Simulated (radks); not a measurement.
Results of a calculation; reference values are marked as such.
All-electron atom: Ca12+ in [He] 2s1 2p(1/2: 2, 3/2: 3) (not the ground configuration). Level of theory: Dirac Kohn-Sham, PBE, spin-unpolarised, spherical densities, finite nucleus; Fermi nuclear charge, rms radius 3.4776 fm (a radial shooting solver on a logarithmic mesh with Libxc functionals).

Unscreened Slater integrals over Kohn-Sham orbitals (cm^-1). Large and small components are both included.

integral           value
F0(2p3/2,2p3/2)   652610
F2(2p3/2,2p3/2)   308900
F0(2p3/2,2p1/2)   654990
G2(2p3/2,2p1/2)   308780
F0(2p3/2,2s1/2)   603990
G1(2p3/2,2s1/2)   349780
F0(2p3/2,1s1/2)   893770
G1(2p3/2,1s1/2)   148150
F0(2p1/2,2p1/2)   657400
F0(2p1/2,2s1/2)   605760
G1(2p1/2,2s1/2)   349200
F0(2p1/2,1s1/2)   901500
G1(2p1/2,1s1/2)   149760
F0(2s1/2,2s1/2)   572440
F0(2s1/2,1s1/2)   804350
G0(2s1/2,1s1/2)    74433
F0(1s1/2,1s1/2)  2693000
